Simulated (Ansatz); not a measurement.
A nudged elastic band was laid between two geometries of C₃H₁₃BSi₂ (19 atoms, charge 0, multiplicity 1).

All numbers below come from RKS B3LYP-D4/6-31G* (Ansatz 0.2.0).

```
movable images  : 7
climbing image  : yes
spring          : 5.0 eV/Å²
optimiser       : quadratic models (default)
start path      : through a guess of the saddle point
force threshold : 0.03 eV/Å
iteration limit : 60
end points      : relaxed
```

Image 0:

```xyz
19
Properties=species:S:1:pos:R:3
B -2.258 -0.628 0.396
C -0.870 -0.972 -0.166
C 0.088 -1.808 0.706
Si -0.143 0.812 -0.414
C 0.326 1.604 1.240
Si 1.734 0.625 -1.815
H -2.424 -0.522 1.580
H -3.174 -0.381 -0.336
H -0.920 -1.363 -1.192
H -0.246 -2.851 0.752
H 0.115 -1.432 1.734
H 1.117 -1.817 0.326
H -1.144 1.678 -1.104
H 1.070 0.998 1.770
H -0.548 1.712 1.892
H 0.756 2.599 1.082
H 2.774 -0.249 -1.201
H 1.354 0.031 -3.128
H 2.351 1.958 -2.065
```

Image 8:

```xyz
19
Properties=species:S:1:pos:R:3
B -2.217 -0.614 0.546
C -0.902 -0.961 -0.170
C 0.104 -1.867 0.566
Si -0.155 0.808 -0.442
C 0.227 1.676 1.198
Si 1.801 0.593 -1.728
H -2.277 -0.617 1.744
H -3.175 -0.249 -0.072
H -1.070 -1.300 -1.203
H -0.295 -2.883 0.671
H 0.305 -1.496 1.577
H 1.065 -1.950 0.044
H -1.120 1.635 -1.224
H 0.906 1.074 1.812
H -0.684 1.853 1.780
H 0.708 2.644 1.019
H 2.836 -0.215 -1.023
H 1.511 -0.069 -3.031
H 2.389 1.935 -2.008
```

(1) What changes between the two ends?

(2) Give the energies along the band, and the barrier.

Results:

(1) No bond is made or broken.

(2) It converged. The highest image is number 8 of 0 to 8, 0.002 eV above the first end and 0.000 eV above the last; the last end lies 0.002 eV above the first. The highest image is an end point: on this band no image between the ends rises above it.

```csv
image,path coordinate (Å),energy (eV)
0,0.00,0.000
1,0.12,0.000
2,0.25,0.001
3,0.37,0.001
4,0.49,0.001
5,0.61,0.001
6,0.74,0.002
7,0.86,0.002
8,0.89,0.002
```

Time of the run: 5.4 min on 2 threads of AMD EPYC 9R45 96-Core Processor (Zen 5), with other jobs on the host, peak memory 0.39 GiB.
